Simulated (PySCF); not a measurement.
Members of one series of related molecules.

All values: wB97X-D/def2-SVPD (PySCF) at PBE0-D3(BJ)/def2-SVP geometries, gas phase, one conformer each. Core orbitals are frozen in the response; Δα² is half the sum of the squared differences of the principal polarisabilities. Atoms past krypton carry effective core potentials. The calculation is non-relativistic apart from the core potentials, for germanium and bromine too.

Question: Rank by vertical ionisation energy (ΔSCF), highest first.
A. Ge(SiH3)2Cl2, `[SiH3][Ge]([SiH3])([Cl])[Cl]`
B. GeI2Cl2, `[Cl][Ge]([Cl])([I])[I]`
C. GeCl2(NHMe)2, `C[NH][Ge]([Cl])([Cl])[NH]C`

Answer: B (10.07 eV), A (9.73 eV), C (9.33 eV).

Question: Rank by dipole moment, lowest first.
A. Ge(SMe)2Cl2, `C[S][Ge]([Cl])([Cl])[S]C`
B. GeBr2Cl2, `[Cl][Ge]([Cl])([Br])[Br]`
C. GeF2Cl2, `[F][Ge]([F])([Cl])[Cl]`
D. Ge(CN)2Cl2, `N#[C][Ge]([Cl])([Cl])[C]#N`
E. Ge(CCH)2Cl2, `C#[C][Ge]([Cl])([Cl])[C]#C`

Answer: A (0.36 D), B (0.52 D), C (1.28 D), D (2.35 D), E (2.80 D).

Question: Rank by HOMO–LUMO gap, lowest first.
A. Ge(CCH)2Cl2, `C#[C][Ge]([Cl])([Cl])[C]#C`
B. GeBr2Cl2, `[Cl][Ge]([Cl])([Br])[Br]`
C. GeCl2(NHMe)2, `C[NH][Ge]([Cl])([Cl])[NH]C`
D. Ge(SiH3)2Cl2, `[SiH3][Ge]([SiH3])([Cl])[Cl]`
E. GeF2Cl2, `[F][Ge]([F])([Cl])[Cl]`
F. Ge(SMe)2Cl2, `C[S][Ge]([Cl])([Cl])[S]C`

Answer: F (9.17 eV), B (9.69 eV), D (10.05 eV), C (10.31 eV), A (11.02 eV), E (11.58 eV).

All values together:

| SMILES | formula | μ (D) | HOMO (eV) | LUMO (eV) | α (Å³) | Δα (Å³) | electrons | α per electron (Å³) | ΔSCF removal energy (eV) |
| --- | --- | --- | --- | --- | --- | --- | --- | --- | --- |
| [Cl][Ge]([Cl])([Br])[Br] | Br2Cl2Ge | 0.52 | -10.90 | -1.21 | 14.62 | 1.55 | 136 | 0.108 | – |
| C[NH][Ge]([Cl])([Cl])[NH]C | C2H8Cl2GeN2 | 2.66 | -9.23 | 1.08 | 14.36 | 1.29 | 100 | 0.144 | 9.33 |
| [F][Ge]([F])([Cl])[Cl] | Cl2F2Ge | 1.28 | -12.15 | -0.57 | 7.90 | 2.34 | 84 | 0.094 | – |
| C[S][Ge]([Cl])([Cl])[S]C | C2H6Cl2GeS2 | 0.36 | -9.26 | -0.08 | 18.26 | 5.29 | 116 | 0.157 | – |
| [Cl][Ge]([Cl])([I])[I] | Cl2GeI2 | 1.24 | -9.85 | -1.59 | 19.15 | 4.66 | 172 | 0.111 | 10.07 |
| C#[C][Ge]([Cl])([Cl])[C]#C | C4H2Cl2Ge | 2.80 | -10.71 | 0.31 | 14.41 | 3.01 | 92 | 0.157 | – |
| N#[C][Ge]([Cl])([Cl])[C]#N | C2Cl2GeN2 | 2.35 | -12.30 | -0.83 | 12.14 | 1.00 | 92 | 0.132 | – |
| [SiH3][Ge]([SiH3])([Cl])[Cl] | Cl2GeH6Si2 | 2.95 | -9.64 | 0.40 | 17.83 | 2.87 | 100 | 0.178 | 9.73 |

Conformers: `C[NH][Ge]([Cl])([Cl])[NH]C`; `C[S][Ge]([Cl])([Cl])[S]C`.

A dash marks a removal energy that wasn't run or isn't settled.

How closely does the mean polarisability follow the number of electrons in this set?

The correlation coefficient is 0.65; α per electron runs from 0.094 to 0.178 Å³.
